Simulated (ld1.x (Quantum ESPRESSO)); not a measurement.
boron: variants of one TM potential

Base potential:

boron, norm-conserving Troullier–Martins (Kleinman–Bylander form), made with ld1.x (Quantum ESPRESSO) 7.5 (PBE, non-relativistic). Core [He], reference 2s2 2p1. Waves: 2p (bound): rc 3.70 bohr; 2s (bound): rc 1.60 bohr. Local part: the s channel. Core correction: a·sin(br)/r model core, default radius (core density twice the valence density).

Cutoffs, loose and tight: the cutoffs (Ry, on a coarse ladder) from which the occupation-weighted sum of valence levels, in a spherical-Bessel basis at the reference potential, stays within 10 and 1 mRy of its value at 400 Ry. They do not see the model core or the augmentation charge, which bear on the density cutoff. Test errors are all-electron minus pseudo excitation energies from the reference, over the configurations 2s2 2p0; 2s1 2p0; 2s2 2p0.5; 2s2 2p1.3; 2s1 2p2; 2s1 2p1; 2s0 2p3. A dash means not determined; rows that change the core or the reference have their own tests.

The default core radius of the base comes out at 0.69 bohr.

| change | outcome | cutoff, loose | cutoff, tight | bound ghosts | largest test error (meV) |
| --- | --- | --- | --- | --- | --- |
| base | generated | 18 Ry | 45 Ry | none | +528 |
| core correction none | generated | 18 Ry | 45 Ry | none | +529 |
| core correction a·sin(br)/r model core inside 0.78 bohr | generated | 18 Ry | 45 Ry | none | +542 |
| core correction a·sin(br)/r model core inside 1.10 bohr | generated | 18 Ry | 45 Ry | none | +517 |
| core correction a·sin(br)/r model core inside 1.28 bohr | generated | 18 Ry | 45 Ry | none | +523 |
| core correction a·sin(br)/r model core inside 1.60 bohr | generated | 18 Ry | 45 Ry | none | +527 |
| core correction a·sin(br)/r model core inside 1.82 bohr | generated | 18 Ry | 45 Ry | none | +528 |
